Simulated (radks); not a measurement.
Results of a calculation; reference values are marked as such.
Problem. Orbital eigenvalues (eV) of the platinum ion Pt+, [Xe] 4f14 5d9, of relativity; Dirac values are averaged over j with weights 2j + 1. Spin-unpolarised spherical Kohn-Sham, BLYP, point nucleus unless stated (finite: rms radius 5.427 fm), a radial shooting solver on a logarithmic mesh with Libxc functionals. A level marked "c x" has the speed of light scaled by that factor and shares open shells by 2j + 1; other Dirac levels either fill j = l - 1/2 first or share by 2j + 1.

shell       non-rel.
3s           -2764.9
3p           -2547.3
3d           -2141.0
4s           -582.79
4p           -489.48
4d           -318.19
4f           -89.720
5s           -87.624
5p           -58.601
5d           -14.697
6s (empty)   -10.604
6p (empty)   -6.3047

Give the values at the level "Dirac, c x 0.85".

Solution. 
shell       Dirac, c x 0.85  change of magnitude (%)
3s                  -3482.9                   +25.97
3p                  -2813.5                   +10.45
3d                  -2114.4                    -1.25
4s                  -764.77                   +31.23
4p                  -553.74                   +13.13
4d                  -312.00                    -1.95
4f                  -73.270                   -18.34
5s                  -121.94                   +39.17
5p                  -68.599                   +17.06
5d                  -14.130                    -3.85
6s (empty)          -14.376                   +35.58
6p (empty)          -7.1863                   +13.98
